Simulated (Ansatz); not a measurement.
Input file for C3H7NSi (`C[SiH2]C1=NC1`):

```yaml
crystal:
  periodic: [false, false, false]
  atoms:
    - {symbol: C, position_ang: [-1.550038, 1.005119, 0.950406]}
    - {symbol: Si, position_ang: [0.196717, 0.938388, 0.311920]}
    - {symbol: C, position_ang: [0.529250, -0.721966, -0.465578]}
    - {symbol: N, position_ang: [-0.052079, -1.812903, -0.694340]}
    - {symbol: C, position_ang: [1.374989, -1.696503, -1.151189]}
    - {symbol: H, position_ang: [-2.261346, 0.849730, 0.136672]}
    - {symbol: H, position_ang: [-1.758161, 1.973904, 1.409938]}
    - {symbol: H, position_ang: [-1.714349, 0.226565, 1.698153]}
    - {symbol: H, position_ang: [0.455149, 1.958402, -0.737794]}
    - {symbol: H, position_ang: [1.201695, 1.109733, 1.393498]}
    - {symbol: H, position_ang: [1.540874, -1.619619, -2.221935]}
    - {symbol: H, position_ang: [2.114299, -2.266249, -0.595553]}
basis:
  gaussian: {orbitals: def2-SVP}
correlation: {method: ccsd_t}
```

```sh
$ ansatz run in.yaml --threads 4 --pin off --events-out ev --progress --plain --max-ram 10444MiB
```

Log, shortened:

```
Functional definition: HF
1108 factors; integrals over basis functions are off by at most 1.2e-3 eV
mean field evaluation 1: about -12535.3142 eV, gradient 3.1e1 eV
mean field evaluation 2: about -12535.3201 eV, gradient 3.1e1 eV
mean field evaluation 4: about -12538.1833 eV, gradient 5.1e0 eV
mean field evaluation 8: about -12538.2677 eV, gradient 1.9e-1 eV
mean field evaluation 16: about -12538.2532 eV, gradient 1.6e0 eV
mean field -12538.26807477 eV, -460.7728530046 hartree, gradient 1.3e-6 eV, S^2 0.000000; 0 other end points of the search recorded, 0 dependent functions left out; unrestricted orbitals would lower it
9 core orbitals not correlated: weight in the atoms' cores, before any rotation towards them, 1.000 or more for the frozen orbitals, at most 0.000 for the correlated occupied ones
reference -12538.26807477 eV, -460.7728530046 hartree; 14, 14 occupied and 86, 86 virtual orbitals, 1108 factors
second order -18.24394981 eV of doubles, -0.00000000 eV of singles
cycle   1  -18.94092518 eV  change   -7.0e-1 eV  update   1.0e-1
cycle   2  -19.52822214 eV  change   -5.9e-1 eV  update   3.1e-2
cycle   3  -19.63714419 eV  change   -1.1e-1 eV  update   1.3e-2
cycle   4  -19.63749732 eV  change   -3.5e-4 eV  update   3.7e-3
cycle   5  -19.63989903 eV  change   -2.4e-3 eV  update   1.3e-3
cycle   6  -19.63978082 eV  change    1.2e-4 eV  update   3.3e-4
cycle   7  -19.63970703 eV  change    7.4e-5 eV  update   1.1e-4
cycle   8  -19.63972850 eV  change   -2.1e-5 eV  update   4.2e-5
cycle   9  -19.63971488 eV  change    1.4e-5 eV  update   1.6e-5
perturbative correction -0.70718213 eV, -0.0259884639 hartree
Total energy: -12558.61497178 eV, -461.5205876780 hartree
```

It took 4.6 s on 4 threads of an Arm Neoverse V2 on a shared host, with 0.53 GiB of host memory at the peak.

The correlation energy is -20.347 eV, 3.5 % of it from (T); the T1 diagnostic reads 0.0107.
